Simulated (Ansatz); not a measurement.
A nudged elastic band was laid between two geometries of AlCl2H4N + H2O (11 atoms, charge 0, multiplicity 1).

Theory: RKS r2SCAN-D4/cc-pVDZ (Ansatz).

```yaml
movable_images: 7
climbing_image: yes
spring: 5.0 eV/Å²
optimiser: quadratic models (default)
start_path: through a guess of the saddle point
force_threshold: 0.05 eV/Å
iteration_limit: 60
end_points: relaxed
```

Initial state:

```xyz
11
Properties=species:S:1:pos:R:3
Al -0.605 0.578 -1.127
H 0.775 1.193 -1.606
Cl -0.811 -1.578 -1.452
Cl -2.413 1.689 -1.505
H 0.306 -0.048 1.117
N -0.504 0.570 0.885
H 2.319 -0.973 0.220
O 1.574 -1.301 0.747
H -1.340 0.175 1.324
H -0.349 1.489 1.307
H 1.047 -1.794 0.088
```

Final state:

```xyz
11
Properties=species:S:1:pos:R:3
Al -0.814 0.346 -0.760
H 1.021 0.576 -1.382
Cl -1.226 -1.634 -1.432
Cl -1.312 2.006 -1.994
H 0.930 -0.461 1.109
N -0.727 0.491 1.055
H 1.255 0.078 -0.794
O 1.681 -0.915 0.649
H -1.380 -0.099 1.575
H -0.767 1.421 1.474
H 1.338 -1.810 0.499
```

Q: Which bonds break or form, and what moves?

A: Bonds broken: H5–N6, H7–O8. Bonds formed: H2–H7, H5–O8. AlCl2H4N + H2O becomes AlCl2H2N + H2 + H2O.

Q: Give the energies along the band, and the barrier.

A: It converged. The highest image is number 6 of 0 to 8, 108.2 kJ/mol above the first end and 3.8 kJ/mol above the last; the last end lies 104.4 kJ/mol above the first. A vibrational analysis at the climbing image gives one clearly imaginary mode, 380i cm⁻¹: a first-order saddle point. The orbitals stay closed-shell, which can raise the energy where a bond breaks towards radicals; this wasn't checked here.

```tsv
image	path coordinate (Å)	energy (kJ/mol)	H5–N6 (Å)	H7–O8 (Å)	H2–H7 (Å)
0	0.00	0.0	1.04	0.97	3.23
1	0.49	0.5	1.04	0.97	2.71
2	0.98	2.1	1.04	0.97	2.24
3	1.47	4.5	1.04	0.98	1.90
4	1.95	13.5	1.06	0.99	1.58
5	2.44	63.2	1.21	1.07	1.25
6	2.93	108.2	1.63	1.38	0.93
7	3.23	105.8	1.79	1.63	0.84
8	3.52	104.4	1.91	1.80	0.81
```

Q: What is the geometry of the highest image?

A: 
```xyz
11
Properties=species:S:1:pos:R:3:forces:R:3
Al -0.734 0.385 -0.852 0.01 0.00 0.00
H 1.000 0.442 -1.232 0.00 0.00 0.00
Cl -1.262 -1.596 -1.484 0.00 0.00 0.00
Cl -1.446 2.078 -1.934 0.00 0.00 0.00
H 0.770 -0.385 1.049 0.00 -0.01 0.00
N -0.659 0.403 1.012 0.00 -0.01 0.00
H 1.314 -0.077 -0.532 0.00 0.00 0.01
O 1.645 -0.765 0.623 0.01 0.01 0.00
H -1.420 -0.115 1.460 0.00 0.00 0.00
H -0.635 1.319 1.468 0.00 0.00 0.00
H 1.427 -1.691 0.421 -0.01 0.00 0.00
```

Q: What are the harmonic wavenumbers there?

A: 380i, 48, 125, 145, 214, 258, 325, 408, 439, 497, 555, 603, 644, 675, 715, 798, 994, 1213, 1387, 1555, 1617, 1696, 2162, 2590, 3486, 3570, 3761 cm⁻¹.

The band took 26 iterations and of the order of 50 core-minutes.

Time of the run: 14 min on 4 threads of Arm Neoverse N1, with other jobs on the host, peak memory 0.24 GiB.
